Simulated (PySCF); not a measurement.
Trends in electronic spectra. Computed, not measured: TDDFT wB97X-D/def2-SVPD, vertical, gas phase, core orbitals frozen in the response (PySCF). Geometries: GFN2-xTB; one conformer of each isolated species. Triplets are in the Tamm–Dancoff approximation. 'Strongest' means the level of largest summed f among the lowest 8 singlets; it needn't be the same kind of state in each.

Question: Rank by computed lowest singlet excitation energy, highest first.
A. `COc1nnsc1F`
B. `C1[SiH2]C[SiH2]C[SiH2]1`
C. `C[C@@]1(F)CCN[SiH2]1`
D. `N[Si@@H](F)C1CCC1`
E. `s1ccc(C[SiH3])n1`

Answer: B (7.82 eV), D (6.82 eV), C (6.01 eV), E (5.56 eV), A (4.20 eV).

| SMILES | S1 (eV) | HOMO (eV) | first f ≥ 0.01 (nm) | LUMO (eV) | T1 (eV) | f (strongest) | S1 mainly |
| --- | --- | --- | --- | --- | --- | --- | --- |
| C1[SiH2]C[SiH2]C[SiH2]1 | 7.82 | -9.98 | 153 | 1.92 | 7.51 | 0.14 | H-1/H→L (≥76%) |
| N[Si@@H](F)C1CCC1 | 6.82 | -9.40 | 182 | 2.00 | 6.49 | 0.03 | H→L (83%) |
| C[C@@]1(F)CCN[SiH2]1 | 6.01 | -8.66 | 167 | 1.99 | 5.77 | 0.03 | H→L (95%) |
| [SiH3]Cc1ccsn1 | 5.56 | -8.88 | 223 | 0.82 | 4.10 | 0.31 | H→L (91%) |
| COc1nnsc1F | 4.20 | -9.04 | 255 | -0.03 | 3.24 | 0.09 | H-1→L (98%) |

H and L stand for HOMO and LUMO. A slash joins orbitals within 0.01 eV of each other, whose weights are summed (≥ marks a lower bound).

Mean S1 by what the SMILES shows (count): single bonds only 6.88 eV (3); an aromatic ring 4.88 eV (2).

- `C1[SiH2]C[SiH2]C[SiH2]1`: Löwdin shares by element: HOMO (one of a set within 0.03 eV) carbon 32% or more, silicon 14% or more, hydrogen 13% or more (atoms not listed hold the other 41%); LUMO silicon 44%, carbon 5% or more (atoms not listed hold the other 51%).
- `N[Si@@H](F)C1CCC1`: Löwdin shares by element: HOMO nitrogen 31%, silicon 16%, carbon 16% or more, hydrogen 10% or more (atoms not listed hold the other 26%); LUMO silicon 25%, hydrogen 11% or more, nitrogen 10%, carbon 10% or more (atoms not listed hold the other 44%).
- `C[C@@]1(F)CCN[SiH2]1`: Löwdin shares by element: HOMO nitrogen 55%, carbon 12% or more, silicon 10%, hydrogen 6% or more (atoms not listed hold the other 18%); LUMO silicon 38%, hydrogen 32% or more (atoms not listed hold the other 29%).
- `[SiH3]Cc1ccsn1`: Löwdin shares by element: HOMO sulfur 37%, carbon 26% or more, nitrogen 10% (atoms not listed hold the other 27%); LUMO carbon 36% or more, sulfur 22%, nitrogen 19% (atoms not listed hold the other 23%).
- `COc1nnsc1F`: Löwdin shares by element: HOMO carbon 35% or more, oxygen 24%, nitrogen 16% or more (atoms not listed hold the other 25%); LUMO nitrogen 45%, sulfur 26%, carbon 18% or more.
